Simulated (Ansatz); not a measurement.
HgMe2 (C2H6Hg). The state is a singlet with charge 0. Geometry relaxed at PBE0-D4/def2-TZVP.

```xyz
9

Hg    0.000    0.000    0.000
C    -0.345   -1.372    1.546
H     0.418   -2.153    1.542
H    -1.322   -1.844    1.428
H    -0.320   -0.870    2.515
C     0.345    1.372   -1.546
H     1.283    1.906   -1.381
H    -0.464    2.103   -1.597
H     0.406    0.858   -2.507
```

In the def2 sets Hg takes a core potential; there is no spin–orbit coupling.

**Question.** Estimate the harmonic wavenumbers at RKS PBE0-D4/def2-TZVP (Ansatz, unscaled). Is this a minimum?

**Answer.** 17i, 153, 153, 523, 546, 699, 699, 788, 788, 1219, 1224, 1454, 1454, 1456, 1456, 3051, 3052, 3140, 3140, 3140, 3140 cm⁻¹. Yes, no mode is imaginary beyond noise. Zero-point energy 187.1 kJ/mol. Hardware: 2 threads of Intel Xeon Platinum 8375C on a shared host. Wall time 2.3 min.
